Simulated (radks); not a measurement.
Charge is removed step by step from the 5d level of La+, starting from [Xe] 5d2. All-electron calculation, scalar-relativistic Kohn-Sham, PBE, spin-unpolarised, spherical densities, point nucleus. Program: a radial shooting solver on a logarithmic mesh with Libxc functionals.

| removed (e) | E - E(0) (eV) | eigenvalue (eV) | E minus straight line (eV) |
|---|---|---|---|
| 0 | 0.000 | -7.170 | 0.000 |
| 0.125 | 0.950 | -8.031 | -0.403 |
| 0.25 | 2.009 | -8.918 | -0.696 |
| 0.375 | 3.181 | -9.829 | -0.877 |
| 0.5 | 4.467 | -10.762 | -0.943 |
| 0.625 | 5.872 | -11.717 | -0.890 |
| 0.75 | 7.398 | -12.692 | -0.717 |
| 0.875 | 9.046 | -13.686 | -0.421 |
| 1 | 10.820 | -14.698 | 0.000 |

Removing the whole electron costs 10.820 eV by Delta-SCF, against 7.170 eV from minus the eigenvalue at the starting occupation. Slater's transition state (half an electron removed) gives 10.762 eV. Integrating minus the eigenvalue over the occupation (Janak's theorem) gives 10.819 eV. In this scalar-relativistic scheme the density is built from large components alone, so the theorem holds only approximately. The mean slope of the eigenvalue, de/dn, is 7.53 eV per electron. Ionisation energy of La+ in the NIST Atomic Spectra Database: 11.185 eV (measured).

Beside tabulated values, note that spin-unpolarised runs miss the spin-polarisation part of the exchange energy of open shells.
